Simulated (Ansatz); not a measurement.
Sn(NH2)2 (SnN2H4), relaxed as a singlet with RKS PBE0-D4/def2-TZVP in Ansatz, starting from the GFN2-xTB geometry. Force threshold 0.02 eV/Å.

In the def2 sets Sn takes a core potential; there is no spin–orbit coupling.

Start:

```tsv
atom	x (Å)	y (Å)	z (Å)
Sn1	-0.0618	1.4021	0.2200
N2	-1.4072	-0.1077	0.5052
H3	-2.3380	-0.0114	0.8814
H4	-1.2567	-1.0853	0.3047
N5	1.4036	0.1723	-0.4947
H6	2.3214	0.4578	-0.8026
H7	1.3386	-0.8277	-0.6140
```

```csv
step,energy (eV),largest force component (eV/Å),SCF passes
1,-8875.5570,0.465,18
2,-8875.5821,0.277,21
3,-8875.5828,0.375,20
4,-8875.5838,0.175,21
5,-8875.5875,0.007,20
```

Force components are those of the run's own axes.

End:

Cartesian coordinates in Å:
```
Sn -0.059 1.374 0.218
N -1.389 -0.120 0.495
H -2.310 0.034 0.873
H -1.232 -1.097 0.302
N 1.385 0.157 -0.496
H 2.290 0.495 -0.780
H 1.315 -0.842 -0.611
```

By distances, no bond broke or formed. The bond that changes most is Sn1–N2, from 2.04 to 2.02 Å (atoms count from 1).

No frequencies were taken in this run, so the end may be a saddle point.

Hardware: 4 threads of Arm Neoverse V2 on a shared host. Wall time 7 s.
